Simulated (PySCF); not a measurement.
## Cl(2+) (chlorine, charge +2) across methods

[Ne] 3s2 3p3, high-spin 4S determinant. Calculation: PySCF 2.14, in aug-cc-pVDZ-DK; the spin-free X2C one-electron Hamiltonian (Gaussian nucleus). The B2PLYP total includes its PT2 part (frozen core); its orbital energies are those of the SCF part.

```tsv
method	E (hartree)	mean ε 3s α (eV)	mean ε 3s β (eV)	mean ε 3p α (eV)	Σ⟨r²⟩ (bohr²)	⟨S²⟩
B2PLYP	-460.0806	-52.400	-45.225	-36.552	15.45	3.751
UHF	-459.61879	-57.710	-46.744	-39.662	15.52	3.751
LDA	-458.6766	-46.242	-42.589	-33.029	15.44	3.750
M06-L	-460.1958	-47.616	-42.264	-33.423	15.23	3.751
PBE0	-460.0588	-49.467	-43.856	-34.936	15.40	3.750
r2SCAN	-460.1748	-47.765	-42.308	-33.716	15.41	3.750
MN15	-460.2648	-49.199	-44.405	-35.626	15.30	3.750
PBE	-460.0214	-46.431	-42.333	-33.089	15.41	3.750
```

(1) Estimate the same row for M06.

Answers

(1) E (hartree) = -460.1971; mean ε 3s α (eV) = -48.875; mean ε 3s β (eV) = -43.864; mean ε 3p α (eV) = -34.488; Σ⟨r²⟩ (bohr²) = 15.28; ⟨S²⟩ = 3.751.
